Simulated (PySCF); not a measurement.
SMILES c1ccc(SC)s1 (GFN2-xTB optimised geometry):

```
13

C     -2.534     0.160     0.017
S     -1.291     1.482    -0.001
C      0.190     0.551     0.000
C      1.452     1.069    -0.001
C      2.448     0.070    -0.001
C      1.938    -1.187     0.000
S      0.216    -1.187     0.000
H     -2.412    -0.441     0.914
H     -2.425    -0.454    -0.873
H     -3.502     0.651     0.021
H      1.649     2.125    -0.002
H      3.502     0.283    -0.001
H      2.455    -2.125     0.000
```

Method: B3LYP/def2-TZVP (PySCF).

### Question
What are the frontier orbital energies and the dipole moment?

### Answer
HOMO-2 -7.90 eV, HOMO-1 -7.06 eV, HOMO -5.60 eV, LUMO -0.54 eV, LUMO+1 0.06 eV; dipole moment 0.92 D.

Meta-Löwdin charges at B3LYP/def2-TZVP: C1 -0.40, S2 0.15, C3 -0.22, C4 -0.17, C5 -0.14, C6 -0.28, S7 0.27, H8 0.13, H9 0.13, H10 0.14, H11 0.13, H12 0.13, H13 0.14.
